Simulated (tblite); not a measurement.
C4HClF3N.
SMILES: `N#C/C(Cl)=C\C(F)(F)F`

Computed values, GFN2-xTB/tblite, gas phase, harmonic and unscaled. Against measured fundamentals such values can be off by several per cent, at times by over 20.

Harmonic wavenumbers (cm⁻¹): 25.8, 91.4, 110.2, 164.2, 249.2, 251.2, 338.8, 379.0, 477.6, 502.7, 515.7, 597.8, 602.6, 749.6, 791.4, 836.1, 989.4, 1047.7, 1090.5, 1163.9, 1254.2, 1629.9, 2378.1, 3114.8.

A = 2281, B = 900.3, C = 727.1 MHz; mass 154.975 u (most abundant isotopes); point group Cs, symmetry number 1.

Question: What is the zero-point energy?

Answer: Half the sum of the wavenumbers: 9676 cm⁻¹ = 27.66 kcal/mol.

Question: What is S at 298.15 K and 1 bar for an ideal gas of classical rigid rotors and harmonic oscillators?

Answer: Translation 41.05, rotation 29.76, vibration 25.11: S = 95.9 cal/(mol K).

Question: And Cp and H(298.15 K) − H(0)?

Answer: Cp = 31.63 cal/(mol K), of which vibrations give 23.68 (their classical limit is 24 R = 47.7); H(298.15 K) − H(0) = 6.15 kcal/mol without the zero-point energy, 3.78 from vibrations.

Question: Blend soft modes into free rotors: weight 1/[1 + (100 cm⁻¹/ν̃)⁴] for the oscillator and the rest for a rotor with moment μB/(μ + B), μ = h/(8π²ν), B = 10⁻⁴⁴ kg m². What vibrational entropy results?

Answer: 22.58 cal/(mol K) in place of 25.11, which changes −T·S at 298.15 K by +0.75 kcal/mol.

Question: Which modes carry the vibrational entropy at 298.15 K?

Answer: 25.8 cm⁻¹: 6.13; 91.4 cm⁻¹: 3.63; 110.2 cm⁻¹: 3.27; 164.2 cm⁻¹: 2.50; 249.2 cm⁻¹: 1.74; 251.2 cm⁻¹: 1.72 cal/(mol K); the other 18 give 6.12 together.

Question: What must be added to the electronic energy to get the Gibbs energy at 298.15 K and 1 bar?

Answer: ZPE + [H(298.15 K) − H(0)] − T·S = 27.66 + 6.15 − 28.60 = 5.21 kcal/mol.

Question: How do the functions run with temperature in this model?

Answer: 
| T (K) | S (cal/(mol K)) | Cp (cal/(mol K)) | H − H(0) (kcal/mol) | G − H(0) (kcal/mol) | ln q(vib) |
| --- | --- | --- | --- | --- | --- |
| 150 | 78.0 | 21.1 | 2.19 | -9.51 | 3.00 |
| 250 | 90.6 | 28.6 | 4.69 | -17.96 | 5.22 |
| 400 | 106.0 | 36.8 | 9.64 | -32.74 | 8.38 |
| 600 | 122.2 | 43.2 | 17.70 | -55.62 | 12.22 |
| 900 | 140.8 | 48.1 | 31.47 | -95.21 | 17.18 |

q(vib) and H(0) count from the zero-point level.

Hindered rotation and anharmonicity are outside this model.

Conformer computed: `[N:1]#[C:2]/[C:3]([Cl:4])=[CH:5]\[C:6]([F:7])([F:8])[F:9]`: C3–C5–C6–F7 -60°.
